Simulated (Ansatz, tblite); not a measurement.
Forces on [TaO2(OH)2]- (TaO4H2⁻) at its PBE-D4/def2-SVPD geometry. Total charge -1; singlet.

In the def2 sets Ta takes a core potential; there is no spin–orbit coupling. The xTB rows come from tblite.

GFN1-xTB (tblite), largest force 1.86 eV/Å:

```xyz
7
positions Å, forces eV/Å
Ta    0.429    0.106   -0.035    1.336    0.407    0.403
O     2.022    0.404   -0.811   -1.574   -0.304    0.700
O     0.534    0.398    1.735   -0.353   -0.359   -1.788
O    -0.108   -1.808   -0.337   -0.088    0.579    0.686
H    -0.439   -2.292    0.436    0.204    0.240   -0.446
O    -0.932    1.366   -0.811    0.152   -0.335    0.823
H    -1.506    1.826   -0.178    0.323   -0.227   -0.377
```

GFN2-xTB (tblite), largest force 1.49 eV/Å:

```
Ta 1.376 0.414 0.388
O -0.929 -0.174 0.449
O -0.276 -0.241 -1.131
O -0.230 -0.247 0.511
H 0.165 0.172 -0.353
O -0.354 0.239 0.440
H 0.249 -0.163 -0.304
```

r2SCAN-D4/def2-TZVPD (Ansatz), largest force 0.65 eV/Å:

```
Ta 0.344 0.128 0.261
O -0.598 -0.121 0.231
O -0.092 -0.118 -0.630
O -0.077 0.113 0.357
H 0.164 0.275 -0.337
O -0.037 -0.031 0.380
H 0.297 -0.246 -0.261
```
